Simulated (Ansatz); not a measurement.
# Nudged elastic band run: F₃GeH₄NO

Input:

```yaml
crystal:
  periodic: [false, false, false]
  atoms:
    - { symbol: Ge, position_ang: [0.00694, -0.203421, 0.255704] }
    - { symbol: O, position_ang: [-0.352384, -0.00919, 1.972704] }
    - { symbol: H, position_ang: [-0.956132, 0.73836, 2.071458] }
    - { symbol: F, position_ang: [1.508677, 0.363186, -0.409103] }
    - { symbol: F, position_ang: [-0.977446, 1.124026, -0.304153] }
    - { symbol: F, position_ang: [-0.770231, -1.441848, -0.682649] }
    - { symbol: "N", position_ang: [1.196951, -1.813644, 0.965889] }
    - { symbol: H, position_ang: [0.869397, -2.689156, 0.558734] }
    - { symbol: H, position_ang: [2.170834, -1.662954, 0.704304] }
    - { symbol: H, position_ang: [1.116193, -1.855456, 1.982111] }
basis:
  gaussian: { orbitals: def2-SVP }
hamiltonian:
  xc: pbe0
  dispersion: d4
neb:
  order_check: false
  images: 7
  f_tol: 0.03
  max_iterations: 60
  final_atoms:
    - { symbol: Ge, position_ang: [0.12237341, -0.70636909, -0.04184071] }
    - { symbol: O, position_ang: [0.39648663, -0.05065065, 2.22386189] }
    - { symbol: H, position_ang: [0.7121453, 0.84820939, 2.05474837] }
    - { symbol: F, position_ang: [0.88742846, 0.84897069, -0.15146544] }
    - { symbol: F, position_ang: [-1.50000819, -0.42246089, 0.49232813] }
    - { symbol: F, position_ang: [-0.13311334, -1.05809093, -1.71292803] }
    - { symbol: "N", position_ang: [0.97030576, -2.15064045, 0.54563973] }
    - { symbol: H, position_ang: [1.40709704, -2.73179316, -0.16033002] }
    - { symbol: H, position_ang: [1.48783104, -2.07964707, 1.41208485] }
    - { symbol: H, position_ang: [-0.53774711, 0.05237516, 2.45290024] }
  initial_path:
    images:
      - { positions_ang: [[0.00694, -0.203421, 0.255704], [-0.352384, -0.00919, 1.972704], [-0.956132, 0.73836, 2.071458], [1.508677, 0.363186, -0.409103], [-0.977446, 1.124026, -0.304153], [-0.770231, -1.441848, -0.682649], [1.196951, -1.813644, 0.965889], [0.869397, -2.689156, 0.558734], [2.170834, -1.662954, 0.704304], [1.116193, -1.855456, 1.982111]] }
      - { positions_ang: [[0.00084863, -0.15588409, 0.19072518], [-0.26646528, -0.00599411, 2.00845392], [-0.94488293, 0.48056344, 2.16831503], [1.52254723, 0.27569417, -0.44941411], [-0.94250681, 1.17737335, -0.37086668], [-0.77368459, -1.43232969, -0.64934131], [1.19095817, -1.79433523, 0.89979978], [0.84021539, -2.69424383, 0.59257599], [2.16914775, -1.6446559, 0.79007908], [1.01662145, -1.65628511, 1.93467213]] }
      - { positions_ang: [[-0.00524275, -0.10834717, 0.12574635], [-0.18054657, -0.00279821, 2.04420384], [-0.93363386, 0.22276688, 2.26517206], [1.53641745, 0.18820234, -0.48972522], [-0.90756762, 1.23072069, -0.43758036], [-0.77713818, -1.42281139, -0.61603362], [1.18496533, -1.77502647, 0.83371055], [0.81103378, -2.69933166, 0.62641798], [2.16746151, -1.62635779, 0.87585415], [0.9170499, -1.45711422, 1.88723327]] }
      - { positions_ang: [[-0.01133412, -0.06081026, 0.06076753], [-0.09462785, 0.00039768, 2.07995377], [-0.92238479, -0.03502968, 2.36202908], [1.55028768, 0.10071051, -0.53003632], [-0.87262843, 1.28406804, -0.50429405], [-0.78059177, -1.41329308, -0.58272594], [1.1789725, -1.7557177, 0.76762133], [0.78185217, -2.70441948, 0.66025997], [2.16577526, -1.60805969, 0.96162923], [0.81747835, -1.25794333, 1.8397944]] }
      - { positions_ang: [[-0.01742549, -0.01327335, -0.00421129], [-0.00870914, 0.00359357, 2.11570369], [-0.91113572, -0.29282623, 2.45888611], [1.56415791, 0.01321868, -0.57034743], [-0.83768924, 1.33741538, -0.57100773], [-0.78404536, -1.40377478, -0.54941825], [1.17297967, -1.73640893, 0.7015321], [0.75267057, -2.70950731, 0.69410196], [2.16408901, -1.58976159, 1.0474043], [0.71790679, -1.05877244, 1.79235553]] }
      - { positions_ang: [[0.01752423, -0.18654728, -0.01361865], [0.0925898, -0.00996748, 2.14274324], [-0.50531547, -0.00756733, 2.35785168], [1.39497555, 0.22215668, -0.46562693], [-1.00326898, 0.89744631, -0.30517376], [-0.62131235, -1.31735381, -0.84029569], [1.12231119, -1.83996681, 0.66255901], [0.91627718, -2.71507877, 0.48049397], [1.99502452, -1.71223296, 1.13857444], [0.40399332, -0.78098554, 1.95749171]] }
      - { positions_ang: [[0.05247396, -0.35982122, -0.023026], [0.19388875, -0.02352854, 2.16978279], [-0.09949521, 0.27769158, 2.25681724], [1.22579318, 0.43109468, -0.36090644], [-1.16884871, 0.45747725, -0.0393398], [-0.45857935, -1.23093285, -1.13117314], [1.07164272, -1.94352469, 0.62358592], [1.0798838, -2.72065023, 0.26688597], [1.82596002, -1.83470433, 1.22974457], [0.09007984, -0.50319864, 2.12262788]] }
      - { positions_ang: [[0.08742368, -0.53309515, -0.03243336], [0.29518769, -0.03708959, 2.19682234], [0.30632504, 0.56295049, 2.15578281], [1.05661082, 0.64003269, -0.25618594], [-1.33442845, 0.01750818, 0.22649417], [-0.29584634, -1.14451189, -1.42205059], [1.02097424, -2.04708257, 0.58461283], [1.24349042, -2.72622169, 0.05327798], [1.65689553, -1.9571757, 1.32091471], [-0.22383364, -0.22541174, 2.28776406]] }
      - { positions_ang: [[0.12237341, -0.70636909, -0.04184071], [0.39648663, -0.05065065, 2.22386189], [0.7121453, 0.84820939, 2.05474837], [0.88742846, 0.84897069, -0.15146544], [-1.50000819, -0.42246089, 0.49232813], [-0.13311334, -1.05809093, -1.71292803], [0.97030576, -2.15064045, 0.54563973], [1.40709704, -2.73179316, -0.16033002], [1.48783104, -2.07964707, 1.41208485], [-0.53774711, 0.05237516, 2.45290024]] }
```

Run as:

```bash
$ ansatz run input.yaml --threads 4 --pin off --max-ram 5120MiB --backend cpu --events-out ev --progress --plain --runs-dir out
```

Output, in part (warnings, iteration lines, the closing report on the highest movable image, with atoms numbered from 0):

```
NEB end point (image 0): max|allowed force component| = 3.036e-3 eV/Å (the criterion of neb.relax_end_points is 1.000e-2)
NEB end point (image 8): max|allowed force component| = 9.421e-3 eV/Å (the criterion of neb.relax_end_points is 1.000e-2)
NEB iter   1: max|band force component| = 2.353e2 eV/Å  barrier→ = 68.2294 eV  barrier← = 67.7105 eV  Δτ_max = 0.2000 Å  (238 SCF iters)
NEB iter   2: max|band force component| = 8.074e1 eV/Å  barrier→ = 16.5552 eV  barrier← = 16.0363 eV  Δτ_max = 0.2000 Å  (224 SCF iters)
NEB iter   3: max|band force component| = 2.532e1 eV/Å  barrier→ = 5.2471 eV  barrier← = 4.7281 eV  Δτ_max = 0.2000 Å  (215 SCF iters)
NEB iter   4: max|band force component| = 1.579e1 eV/Å  barrier→ = 2.9173 eV  barrier← = 2.3984 eV  Δτ_max = 0.2000 Å  (208 SCF iters)
NEB iter   5: max|band force component| = 7.354e0 eV/Å  barrier→ = 1.6944 eV  barrier← = 1.1755 eV  Δτ_max = 0.2000 Å  (203 SCF iters)
NEB iter   6: max|band force component| = 4.170e0 eV/Å  barrier→ = 1.3675 eV  barrier← = 0.8486 eV  Δτ_max = 0.2000 Å  (211 SCF iters)
NEB iter   7: max|band force component| = 2.826e0 eV/Å  barrier→ = 1.4532 eV  barrier← = 0.9343 eV  Δτ_max = 0.2000 Å  (205 SCF iters)
NEB iter   8: max|band force component| = 1.613e0 eV/Å  barrier→ = 1.3145 eV  barrier← = 0.7956 eV  Δτ_max = 0.1955 Å  (203 SCF iters)
NEB iter   9: max|band force component| = 5.258e-1 eV/Å  barrier→ = 1.0831 eV  barrier← = 0.5641 eV  Δτ_max = 0.1598 Å  (204 SCF iters)
NEB iter  10: max|band force component| = 5.947e-1 eV/Å  barrier→ = 0.9780 eV  barrier← = 0.4591 eV  Δτ_max = 0.0810 Å  (201 SCF iters)
NEB iter  11: max|band force component| = 7.086e-1 eV/Å  barrier→ = 0.9085 eV  barrier← = 0.3896 eV  CI = image 3  Δτ_max = 0.0818 Å  (200 SCF iters)
NEB iter  12: max|band force component| = 7.343e-1 eV/Å  barrier→ = 1.0203 eV  barrier← = 0.5014 eV  CI = image 3  Δτ_max = 0.1639 Å  (206 SCF iters)
NEB iter  13: max|band force component| = 8.248e-1 eV/Å  barrier→ = 1.2140 eV  barrier← = 0.6951 eV  CI = image 3  Δτ_max = 0.1637 Å  (206 SCF iters)
NEB iter  14: max|band force component| = 4.770e-1 eV/Å  barrier→ = 1.2364 eV  barrier← = 0.7174 eV  CI = image 3  Δτ_max = 0.0497 Å  (200 SCF iters)
NEB iter  15: max|band force component| = 1.496e-1 eV/Å  barrier→ = 1.2189 eV  barrier← = 0.7000 eV  CI = image 3  Δτ_max = 0.0840 Å  (205 SCF iters)
NEB iter  16: max|band force component| = 1.893e-1 eV/Å  barrier→ = 1.2156 eV  barrier← = 0.6967 eV  CI = image 3  Δτ_max = 0.0375 Å  (189 SCF iters)
NEB iter  17: max|band force component| = 6.420e-2 eV/Å  barrier→ = 1.2122 eV  barrier← = 0.6933 eV  CI = image 3  Δτ_max = 0.0360 Å  (186 SCF iters)
NEB iter  18: max|band force component| = 4.303e-2 eV/Å  barrier→ = 1.2108 eV  barrier← = 0.6918 eV  CI = image 3  Δτ_max = 0.0171 Å  (183 SCF iters)
NEB iter  19: max|band force component| = 2.583e-2 eV/Å  barrier→ = 1.2103 eV  barrier← = 0.6914 eV  CI = image 3  Δτ_max = 0.0000 Å  (372 SCF iters)
Total energy: -68239.38354567 eV, -2507.7510909881 hartree
Atom 0 at     0.209026    -0.327997     0.027861 Å, force     0.005080    -0.005316    -0.020265 eV/Å
Atom 1 at     0.391160     0.199192     1.927534 Å, force    -0.013971    -0.011222     0.007432 eV/Å
Atom 2 at    -0.423510     0.531410     2.324899 Å, force     0.005803     0.006558     0.001174 eV/Å
Atom 3 at     1.382266     0.827820    -0.462990 Å, force     0.006405    -0.003556     0.001992 eV/Å
Atom 4 at    -1.459491     0.126016     0.135371 Å, force    -0.013638    -0.001417     0.001059 eV/Å
Atom 5 at     0.050868    -1.158367    -1.496517 Å, force    -0.000737     0.007324     0.008581 eV/Å
Atom 6 at     0.865051    -1.859661     1.016158 Å, force     0.025127     0.008245    -0.008752 eV/Å
Atom 7 at     0.314856    -2.707623     0.882775 Å, force    -0.010924    -0.001850     0.006244 eV/Å
Atom 8 at     1.841510    -2.079519     0.815436 Å, force     0.001456    -0.007580    -0.003923 eV/Å
Atom 9 at     0.641063    -1.001369     1.944470 Å, force    -0.004599     0.008814     0.006457 eV/Å
Dipole moment:     0.120345    -0.674353     0.783542 e Å
```

It converged. A vibrational analysis at the climbing image gives one clearly imaginary mode, 1127i cm⁻¹: a first-order saddle point. The orbitals stay closed-shell, which can raise the energy where a bond breaks towards radicals; this wasn't checked here.

Final band (atoms are numbered from 1 in the order of the input):

| image | path coordinate (Å) | energy (eV) | Ge1–O2 (Å) | N7–H10 (Å) | O2–H10 (Å) |
| --- | --- | --- | --- | --- | --- |
| 0 | 0.00 | 0.00 | 1.76 | 1.02 | 2.36 |
| 1 | 0.91 | 0.18 | 1.78 | 1.02 | 2.17 |
| 2 | 1.83 | 0.52 | 1.81 | 1.03 | 1.90 |
| 3 | 2.74 | 1.21 | 1.98 | 1.28 | 1.23 |
| 4 | 3.45 | 0.76 | 2.26 | 1.91 | 0.98 |
| 5 | 4.16 | 0.68 | 2.33 | 2.28 | 0.97 |
| 6 | 4.87 | 0.63 | 2.36 | 2.62 | 0.97 |
| 7 | 5.58 | 0.57 | 2.38 | 2.98 | 0.97 |
| 8 | 6.28 | 0.52 | 2.37 | 3.28 | 0.97 |

Run time: 5 min on 4 threads of Arm Neoverse V1, with other jobs on the host, peak memory 0.33 GiB.
